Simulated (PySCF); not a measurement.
# C6H8NO: g tensor and hyperfine couplings

Species: C₆H₈NO (doublet state).
Z-matrix (Å and degrees, GFN2-xTB geometry), rows numbered from 1:
```
C 
C   1  1.5266
C   2  1.4651  1  111.91
C   3  1.3280  2  149.72  1    -1.39
C   4  1.4629  3   63.35  2  -177.62
N   5  1.3835  3  132.40  4  -114.17
C   6  1.3627  5  124.12  3   114.34
O   7  1.2111  6  125.23  5   -11.00
H   1  1.0871  2  110.33  3    59.71
H   1  1.0871  2  110.36  3   -60.03
H   1  1.0872  2  110.37  3   179.84
H   2  1.0951  1  110.19  3   120.95
H   2  1.0953  1  110.37  3  -121.16
H   4  1.0616  3  149.83  5   173.16
H   6  1.0116  5  116.65  3   -77.41
H   7  1.1052  6  111.61  5   169.18
```

The hyperfine couplings belong to this conformer and change with its torsions.

Identity: `CC[C]1C=C1NC=O` [radical].

Computed, not measured: UKS B3LYP, pcH-1 on C H N O, non-relativistic, mean-field spin-orbit, GIAO (PySCF). Geometry: GFN2-xTB, one conformer, isolated molecule. Couplings are sensitive to structure, and on GFN2-xTB geometries they can be far from those on DFT ones. The SCF solution wasn't tested for stability.

- g1, g2, g3: 2.00205, 2.00292, 2.00316
- g_iso: 2.00271
- Form of g: rhombic: the two nearest values differ by 22 % of g3 − g1
- ⟨S²⟩: 0.7543 (exact 0.7500)
- α and β electrons: 30, 29
- HOMO–LUMO gap, α and β orbitals: 3.88, 5.85 eV
- Basis functions: 280

Hyperfine couplings atom by atom, in mT; T1 to T3 are the principal values of the dipolar part (MHz turned into mT with g_iso):

```json
{"atom": "C1", "isotope": "13C", "a_iso": "0.14", "T1": "-0.02", "T2": "-0.01", "T3": "0.03", "Mulliken spin population": "0.00"}
{"atom": "C2", "isotope": "13C", "a_iso": "-0.21", "T1": "-0.02", "T2": "-0.01", "T3": "0.03", "Mulliken spin population": "-0.01"}
{"atom": "C3", "isotope": "13C", "a_iso": "0.71", "T1": "-0.54", "T2": "-0.36", "T3": "0.90", "Mulliken spin population": "0.08"}
{"atom": "C4", "isotope": "13C", "a_iso": "-0.05", "T1": "-0.43", "T2": "-0.22", "T3": "0.65", "Mulliken spin population": "0.07"}
{"atom": "C5", "isotope": "13C", "a_iso": "14.29", "T1": "-2.08", "T2": "-1.84", "T3": "3.92", "Mulliken spin population": "0.72"}
{"atom": "N6", "isotope": "14N", "a_iso": "0.86", "T1": "-0.15", "T2": "-0.11", "T3": "0.26", "Mulliken spin population": "0.01"}
{"atom": "C7", "isotope": "13C", "a_iso": "0.13", "T1": "-0.17", "T2": "-0.13", "T3": "0.30", "Mulliken spin population": "0.05"}
{"atom": "O8", "isotope": "17O", "a_iso": "-0.21", "T1": "-0.89", "T2": "0.43", "T3": "0.46", "Mulliken spin population": "0.07"}
{"atom": "H9", "isotope": "1H", "a_iso": "0.00", "T1": "-0.06", "T2": "-0.03", "T3": "0.09", "Mulliken spin population": "0.00"}
{"atom": "H10", "isotope": "1H", "a_iso": "-0.01", "T1": "-0.04", "T2": "-0.04", "T3": "0.08", "Mulliken spin population": "0.00"}
{"atom": "H11", "isotope": "1H", "a_iso": "0.01", "T1": "-0.03", "T2": "-0.02", "T3": "0.05", "Mulliken spin population": "0.00"}
{"atom": "H12", "isotope": "1H", "a_iso": "0.63", "T1": "-0.08", "T2": "-0.07", "T3": "0.15", "Mulliken spin population": "0.01"}
{"atom": "H13", "isotope": "1H", "a_iso": "0.12", "T1": "-0.07", "T2": "-0.06", "T3": "0.13", "Mulliken spin population": "0.00"}
{"atom": "H14", "isotope": "1H", "a_iso": "-0.28", "T1": "-0.23", "T2": "-0.07", "T3": "0.29", "Mulliken spin population": "-0.01"}
{"atom": "H15", "isotope": "1H", "a_iso": "-0.12", "T1": "-0.28", "T2": "-0.15", "T3": "0.42", "Mulliken spin population": "0.00"}
{"atom": "H16", "isotope": "1H", "a_iso": "0.04", "T1": "-0.13", "T2": "-0.07", "T3": "0.19", "Mulliken spin population": "0.00"}
```

The Mulliken spin populations are largest on C5 (+0.72), C3 (+0.08), O8 (+0.07) and C4 (+0.07). C5 is the only atom above +0.15. The angles at C5 add up to 316.2°, so it is pyramidal.

C3, the radical centre as drawn in `CC[C]1C=C1NC=O`, holds a spin population of +0.08 out of 1.

Under fast tumbling the dipolar parts average out, and these isotropic splittings remain: 1 × 14N (N6, I = 1, 3 lines) with 0.86 mT, 2 × 1H (H12/H13, I = 1/2, 3 lines) with 0.37 mT, 1 × 1H (H14, I = 1/2, 2 lines) with 0.28 mT, 1 × 1H (H15, I = 1/2, 2 lines) with 0.12 mT and 1 × 1H (H16, I = 1/2, 2 lines) with 0.04 mT.

Means are taken over nuclei equivalent by connectivity, which assumes that they swap fast. The 1H value of +10.5 MHz is a mean of couplings from 3.3 to 17.7 MHz in this one geometry, not an average over conformers.

The 17O coupling of O8 (-5.8 MHz) shows only in satellite lines or after enrichment, since that isotope makes up about 0.038 % of natural oxygen.

The 13C coupling of C5 (400.6 MHz) shows only in satellite lines or after enrichment, since that isotope makes up about 1.07 % of natural carbon.

β density exceeds α density at some nuclei, such as C2 (-0.0053), H14 (-0.0018) and C4 (-0.0011), spin density in bohr⁻³. In a single determinant that takes different orbitals for the two spins, that is spin polarisation.
